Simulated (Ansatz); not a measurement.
The cluster Ta5⁺ was relaxed with PBE-D4 (def2-SVP) in Ansatz in these states: charge +1 quintet, charge +1 singlet, charge +1 triplet. The geometries follow in no particular order.

In the def2 sets Ta takes a core potential; there is no spin–orbit coupling.

A:

```
atom   x (Å)   y (Å)   z (Å)
 Ta1  -0.529  -1.441  -0.247
 Ta2   1.054  -0.083  -1.774
 Ta3   1.328   0.218   0.779
 Ta4  -0.799   1.223  -0.532
 Ta5  -1.054   0.083   1.774
```

B:

Cartesian coordinates in Å:
```
Ta 1.4660 -0.5717 0.1087
Ta 0.2177 0.3202 -1.9835
Ta -0.4094 1.5844 0.1386
Ta -1.0124 -1.1809 -0.2620
Ta -0.2618 -0.1520 1.9981
```

C:

```
atom    x (Å)    y (Å)    z (Å)
 Ta1   1.3410  -0.3434  -0.7634
 Ta2   0.3644  -1.6018   1.2208
 Ta3  -1.5073  -0.4711  -0.0791
 Ta4   0.2184   1.0664   1.1026
 Ta5  -0.4166   1.3501  -1.4808
```

Q: Judge from the bond lengths which geometry belongs to which state (an estimate).

A: A is the charge +1 triplet (Ta3–Ta4 2.693 Å, Ta1–Ta3 2.693 Å, Ta1–Ta4 2.693 Å); B is the charge +1 quintet (Ta3–Ta4 2.859 Å, Ta1–Ta3 2.858 Å, Ta1–Ta4 2.579 Å); C is the charge +1 singlet (Ta3–Ta4 2.596 Å, Ta1–Ta3 2.932 Å, Ta1–Ta4 2.594 Å).

At PBE0-D4/def2-TZVP a triplet lies 0.83 eV below the charge +1 quintet. At PBE0-D4/def2-TZVP a triplet lies 0.15 eV below the charge +1 singlet. These are the stationary points nearest to one start from a short search; other shapes may lie lower in each state.
